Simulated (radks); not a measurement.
All-electron atom: Tl in [Xe] 4f13.5 5d10 6s2 6p1.5 (fractional occupations, a model configuration). Method: scalar-relativistic Kohn-Sham, PBE, spin-polarised, spherical densities, finite nucleus; open shells are filled with parallel spins first (spin-orbit coupling, left out, can overturn this in heavy ions); Fermi nuclear charge, rms radius 5.4759 fm; computed with a radial shooting solver on a logarithmic mesh with Libxc functionals.

X-ray form factor f0, the Fourier transform of the density (f0(0) = 81):

sin(theta)/lambda (1/angstrom)  f0 (electrons)
0.05                                    79.733
0.1                                     76.611
0.15                                    72.704
0.2                                     68.613
0.25                                    64.597
0.3                                     60.773
0.4                                     53.893
0.5                                     48.100
0.6                                     43.267
0.8                                     35.622
1                                       29.629
1.25                                    23.784
1.5                                     19.639
2                                       15.064
